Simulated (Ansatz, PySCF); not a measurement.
H₅AlAs₂, singlet, at a GFN2-xTB geometry (such geometries of metal compounds can be far from the true shape), with bond 3-2 at 1.8 times its length. Base run: PySCF with CASSCF(4,3)/STO-3G.

The PySCF input:
```python
from pyscf import gto, scf, mcscf
import numpy

mol = gto.Mole()
mol.atom = '''
    Al    0.731234    0.002213   -0.474460
    As    0.310237   -2.049183    0.737094
    H    -2.149894   -1.659253   -0.433317
    H    -0.116813   -1.037637    1.800024
    As   -0.639743    1.990481   -0.569262
    H     0.694434    2.628219   -0.898697
    H    -0.245250    2.032098    0.906647
    H     2.091800    0.118278   -1.265337
'''
mol.basis = 'sto-3g'
mol.charge = 0
mol.spin = 0
mol.verbose = 4
mol.build()

mf = scf.RHF(mol)
mf.kernel()
mc = mcscf.CASSCF(mf, 3, 4)
mc.fix_spin_(ss=0.0)
mc.kernel()
occ = numpy.linalg.eigvalsh(mc.fcisolver.make_rdm1(mc.ci, mc.ncas, mc.nelecas))[::-1]
ss = mc.fcisolver.spin_square(mc.ci, mc.ncas, mc.nelecas)[0]
print('natural occupations', occ.round(4), ' <S^2>', round(ss, 4))
```

Programs used: Ansatz (a quantum-chemistry and plane-wave program), PySCF; a row that names a program was run with it.

Each row names what was changed in the base input (with any setting that the change needs).

```csv
change,ΔE vs base (mEh),natural occupations,<S^2> of the state
base,0.000,2.00 1.46 0.54,0.00
"active space = 6 electrons, 4 orbitals",0.000,2.00 2.00 1.46 0.54,0.00
conv_tol = 1e-5,0.276,2.00 1.45 0.55,0.00
"active space = 4 electrons, 4 orbitals",-10.403,1.97 1.45 0.55 0.03,0.00
solver = newton,0.000,2.00 1.46 0.54,0.00
"active space = 8 electrons, 6 orbitals",-13.139,2.00 2.00 1.97 1.46 0.54 0.03,0.00
state_average = 2 states,0.891,-,-
"code = ansatz; correction = SC-NEVPT2, all electrons",-91.363,-,-
fix_spin_ = off,0.000,2.00 1.46 0.54,0.00
code = ansatz,0.006,-,-
orbitals = fixed (CASCI),7.078,2.00 1.48 0.52,0.00
```

Active orbitals are taken around the Fermi level unless the row says otherwise; CASSCF can end in different local minima, and two programs can end on different orbitals. State-averaged rows give the lowest state.
